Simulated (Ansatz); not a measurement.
Species: C3H10O3SSi, net charge 0, singlet state. SMILES: CO[Si](S)(OC)OC
Structure (B3LYP-D3(BJ)/def2-TZVP (Ansatz, a first-principles code) minimum search):
```
Si
O 1 1.6265
C 2 1.4249 1 124.40
H 3 1.0892 2 107.69 1 -176.96
H 3 1.0915 4 109.37 2 -120.58
H 3 1.0931 4 108.95 5 -118.99
O 1 1.6270 2 107.39 3 43.69
C 7 1.4214 1 124.75 2 -178.25
H 8 1.0893 7 107.87 1 -177.32
H 8 1.0922 9 109.21 7 120.49
H 8 1.0932 9 109.02 10 119.11
O 1 1.6322 2 114.36 3 -74.77
C 12 1.4217 1 125.45 2 -58.82
H 13 1.0893 12 107.85 1 177.77
H 13 1.0926 14 109.04 12 -120.76
H 13 1.0928 14 109.07 15 -118.59
S 1 2.1361 2 107.72 3 166.90
H 17 1.3435 1 93.93 2 -42.17
```

Quantity: atomisation energy (electronic, to ground-state atoms), in kJ/mol. Cores are frozen in the correlated levels unless marked. UHF or UKS for open shells. Spin-orbit coupling is left out. Non-relativistic. The coupled-cluster limit lacks core correlation, which all-electron functionals hold. CBS marks a two-point X^-3 extrapolation of the correlation energy; Hartree-Fock from the larger set. [CCSD(T)-MP2]/basis is that difference in the basis named.

```json
[
 {"level": "HF/6-31G", "program": "Ansatz", "atomisation energy (kJ/mol)": "4369.5"},
 {"level": "HF/aug-cc-pV(D+d)Z", "program": "Ansatz", "atomisation energy (kJ/mol)": "4971.9"}
]
```

Estimate the value at RI-MP2/CBS(aug-cc-pV(T+d)Z,aug-cc-pV(Q+d)Z)+[CCSD(T)-MP2]/aug-cc-pV(T+d)Z as computed with Ansatz.

7058.0 kJ/mol
